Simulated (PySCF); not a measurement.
## Magnetisability and related constants of `InChI=1S/C2H5ClGeO2/c3-4-5-1-2-6-4/h4H,1-2H2`

Method: GIAO HF/ANO-RCC-VDZP magnetisability, rotational g tensor and spin-rotation constants, non-relativistic, gas phase in PySCF 2.14.0. Geometry: PBE0-D3(BJ)/def2-SVP.

Input:
```
{"job": {"kind": "mag", "xc": "HF", "basis": "ANO-RCC-VDZP", "scf": {"damp": 0.2}}, "charge": 0, "multiplicity": 1}
Cl     4.253074     0.991054     1.600377
Ge     2.726576     0.997748     0.096709
O      1.541384     2.292311     0.362509
C      0.467512     1.725840     1.093764
C      0.293450     0.267864     0.653190
O      1.570883    -0.307005     0.437079
H      3.373223     1.022760    -1.282432
H     -0.443944     2.311100     0.897044
H      0.681020     1.776788     2.178459
H     -0.297876     0.219673    -0.280336
H     -0.235977    -0.314763     1.423703
```
Coordinates are in Å.

Command: `OMP_NUM_THREADS=1 python excited_run.py task.json out`

Task: What does the run print?

Result: Atoms count from 0.
```
damping 0.20 in the first 6 cycles
final grid: 96480 points
cycle   1  E = -2749.5525690027  dE =  1.090e+00  |g| = 8.707e-01  |ddm| = 4.540e+00
cycle   2  E = -2749.6879763818  dE = -1.354e-01  |g| = 3.711e-01  |ddm| = 8.664e-01
cycle   3  E = -2749.7078998128  dE = -1.992e-02  |g| = 1.587e-01  |ddm| = 3.389e-01
cycle   4  E = -2749.7114417503  dE = -3.542e-03  |g| = 6.701e-02  |ddm| = 1.368e-01
cycle   5  E = -2749.7120906097  dE = -6.489e-04  |g| = 2.910e-02  |ddm| = 6.438e-02
cycle   6  E = -2749.7121799533  dE = -8.934e-05  |g| = 2.135e-02  |ddm| = 3.220e-02
cycle   7  E = -2749.7122098200  dE = -2.987e-05  |g| = 1.661e-02  |ddm| = 2.328e-02
cycle   8  E = -2749.7122448826  dE = -3.506e-05  |g| = 8.943e-04  |ddm| = 9.211e-03
cycle   9  E = -2749.7122455615  dE = -6.790e-07  |g| = 2.232e-04  |ddm| = 3.519e-03
cycle  10  E = -2749.7122455792  dE = -1.770e-08  |g| = 8.918e-05  |ddm| = 3.666e-04
cycle  11  E = -2749.7122455838  dE = -4.640e-09  |g| = 9.504e-06  |ddm| = 2.900e-04
cycle  12  E = -2749.7122455839  dE = -4.684e-11  |g| = 4.587e-06  |ddm| = 2.480e-05
converged SCF energy = -2749.7122455839

Magnetisability tensor (1e-30 J/T^2)
    -1409.49        0.32       -9.07
        0.32    -1339.23       -3.15
       -9.07       -3.15    -1403.69
isotropic -1384.14   principal values   -1416.15  -1397.19  -1339.07
isotropic susceptibility -83.355 1e-6 cm^3/mol

Inertial axes            a          b          c
rot. const./GHz      3.8976     1.4860     1.4249
chi total           -85.065    -80.892    -84.107
chi diamagnetic    -399.345   -868.698   -905.369
chi paramagnetic    314.280    787.805    821.262
quadrupole/D A        4.578     -8.919      4.341
g nuclear            0.5478     0.5421     0.5391
g electronic        -0.5755    -0.5500    -0.5498
g total             -0.0277    -0.0079    -0.0107

Spin-rotation constants (kHz, H = +C I.J)
atom  isotope        aa         bb         cc
  0   35Cl        0.343      0.125      0.114
  6     1H       -0.329     -0.132      0.034
  7     1H        0.016     -0.081     -0.154
  8     1H       -0.312     -0.133      0.014
  9     1H       -0.156     -0.147     -0.034
 10     1H       -0.352     -0.121      0.020
  1   73Ge*      -0.919     -0.371     -0.401
  2    17O*      -0.293     -0.050     -0.095
  3    13C*       0.739      0.303      0.261
* in the singly substituted isotopologue
```

The calculation is non-relativistic, which matters for the atoms heavier than Zn.

It took 23 s wall time on 1 thread of an AMD EPYC 7B13, shared host, peak memory 0.79 GiB.
